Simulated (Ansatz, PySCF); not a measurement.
The Ansatz (an electronic-structure program) input:
Ansatz 0.2 input:
```yaml
crystal:
  periodic: [false, false, false]
  atoms:
    - {symbol: Sn, position_ang: [0.00755256, -0.00709993, 0.44602132]}
    - {symbol: Cl, position_ang: [1.31419946, 1.64977004, -0.65225992]}
    - {symbol: Cl, position_ang: [-1.33641287, -1.62888789, -0.65956749]}
basis:
  gaussian:
    orbitals: def2-SVP
hamiltonian:
  xc: {name: wB97M-V}
total_charge: 1
magnetization: {spin_polarized: true, initial_magnetization: 1}
accuracy: high
```

Q: Convert this to an input for PySCF.

A: This is not unique; one that fits is 
```python
from pyscf import gto, scf, dft

mol = gto.Mole()
mol.atom = '''
    Sn    0.00755256   -0.00709993    0.44602132
    Cl    1.31419946    1.64977004   -0.65225992
    Cl   -1.33641287   -1.62888789   -0.65956749
'''
mol.basis = 'def2-svp'
mol.ecp = {'Sn': 'def2-svp'}
mol.charge = 1
mol.spin = 1
mol.verbose = 4
mol.build()

mf = dft.UKS(mol)
mf.xc = 'wb97m_v'
mf.grids.atom_grid = (99, 590)
mf.grids.prune = None
mf.kernel()
```

Both were run: Ansatz gave -1134.061535 Eh and PySCF -1134.061535 Eh, 0.000 mEh apart.
